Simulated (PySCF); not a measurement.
## UHF on Sb²⁺ (antimony, charge +2)

Configuration: [Kr] 4d10 5s2 5p1, 2P determinant. Computed with PySCF 2.14 in def2-TZVP with the def2 core potential (28 electrons), with a scalar-relativistic core potential.

* Total energy: -238.373519 hartree
* One-electron energy: -404.4489 hartree
* Hartree (Coulomb) energy: 184.0261 hartree
* Exchange energy: -17.9507 hartree
* ⟨S²⟩: 0.7586
* ⟨L²⟩: 2.026
* Sum of ⟨r⟩: 23.91 bohr
* Sum of ⟨r²⟩: 36.12 bohr²
* Traceless quadrupole moment −½Σ⟨3z² − r²⟩ along its main axis: -2.97 e·bohr²
* Time after the integrals: 0.29 s of wall time on 1 thread of Neoverse-N1 (shared host)

| shell | electrons | mean orbital energy (hartree) | spread (hartree) | rms radius, mean of both spins (bohr) |
| --- | --- | --- | --- | --- |
| 4s α | 1 | -7.20652 | 0 | 0.849 |
| 4s β | 1 | -7.20046 | 0 | 0.849 |
| 4p α | 3 | -5.27223 | 0.00528 | 0.917 |
| 4p β | 3 | -5.26617 | 0.02438 | 0.917 |
| 4d α | 5 | -2.29893 | 0.01567 | 1.10 |
| 4d β | 5 | -2.29335 | 0.02679 | 1.10 |
| 5s α | 1 | -1.25184 | 0 | 2.27 |
| 5s β | 1 | -1.16499 | 0 | 2.27 |
| 5p α | 1 | -0.89773 | 0 | 2.68 |

Energies and moments cover only the electrons outside the core potential.
